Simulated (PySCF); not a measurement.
Species: C6H9OS (charge +1).
Z-matrix (Å and degrees, GFN2-xTB geometry), rows numbered from 1:
```
C 
S   1  1.8229
O   2  1.4317  1  105.72
C   2  2.0829  1   95.58  3   107.55
C   4  1.4144  2  104.80  1  -160.99
C   5  1.4028  4  110.48  2  -103.47
C   6  1.3669  5  108.99  4    -4.51
C   7  1.4753  6  110.35  5    -1.35
H   1  1.0840  2  111.38  3  -160.44
H   1  1.0887  2  106.32  3    80.96
H   1  1.0857  2  110.32  3   -36.15
H   4  1.0829  2   98.19  1   -37.69
H   5  1.0773  4  124.48  2    73.96
H   6  1.0745  5  124.87  4   176.47
H   7  1.0756  6  126.24  5   178.75
H   8  1.0909  4  116.12  2   -21.17
H   8  1.0965  4  109.85  2  -140.94
```

The geometry is computed with GFN2-xTB (gas phase).

Masses are those of the commonest isotopes; rigid-rotor values at the optimised geometry. The values belong to one conformer with, in the numbering `[CH3:1][S@@:2](=[O:3])[C@@H:4]1[CH+:5][CH:6]=[CH:7][CH2:8]1`, C1–S2–C4–C5 -161°.

**Question.** Give the principal moments of inertia and the rotational constants in MHz.

**Answer.** Ia = 144.00, Ib = 402.61, Ic = 481.02 u·Å²; 505379 MHz·u·Å²/I gives A = 3510, B = 1255, C = 1051 MHz.

**Question.** Classify the top.

**Answer.** An asymmetric top; Ray's κ = -0.834.

**Question.** Is it planar, by Δ = Ic − Ia − Ib?

**Answer.** Not planar: Δ = Ic − Ia − Ib = -65.58 u·Å². For a rigid frame Δ = −2 Σ m c², so Σ m c² = 32.79 u·Å² lies off the ab plane: 8.71 from hydrogen and 24.08 from heavier atoms. The atom farthest from that plane is 1.68 Å away.

**Question.** Give the other two planar moments, Paa and Pbb, and the rms extents of the mass along the axes.

**Answer.** Paa = Σ m a² = (Ib + Ic − Ia)/2 = 369.82 and Pbb = Σ m b² = (Ia + Ic − Ib)/2 = 111.21 u·Å². With the mass M = 129.04 u, the rms extents √(P/M) along a, b and c are 1.69, 0.93, 0.50 Å.

**Question.** Give the coordinates in the principal-axis frame, origin at the centre of mass.

**Answer.** The sense of each axis is arbitrary; atoms in the order of the calculation.
```tsv
atom	mass (u)	a (Å)	b (Å)	c (Å)
C1	12.000	2.227	-1.216	-0.285
S2	31.972	1.203	0.091	0.468
O3	15.995	1.772	1.330	0.033
C4	12.000	-0.451	-0.214	-0.762
C5	12.000	-1.205	0.978	-0.655
C6	12.000	-2.318	0.782	0.176
C7	12.000	-2.375	-0.534	0.540
C8	12.000	-1.274	-1.288	-0.088
H9	1.008	1.703	-2.165	-0.307
H10	1.008	3.110	-1.313	0.345
H11	1.008	2.549	-0.917	-1.277
H12	1.008	0.079	-0.425	-1.682
H13	1.008	-0.933	1.915	-1.113
H14	1.008	-3.016	1.549	0.459
H15	1.008	-3.106	-0.983	1.189
H16	1.008	-0.744	-1.924	0.623
H17	1.008	-1.686	-1.969	-0.843
```

**Question.** Estimate the classical rotational partition function at 50 K, 298.15 K and 500 K.

**Answer.** Point group C1, symmetry number σ = 1; q = (√π/σ)·√((kT/h)³/(ABC)), k/h = 20836.6 MHz/K: 27700 at 50 K, 403000 at 298.15 K, 876000 at 500 K.

Not checked by GFN2-xTB frequencies. No vibrational averaging or centrifugal distortion is included, and the geometry carries the error of its method.
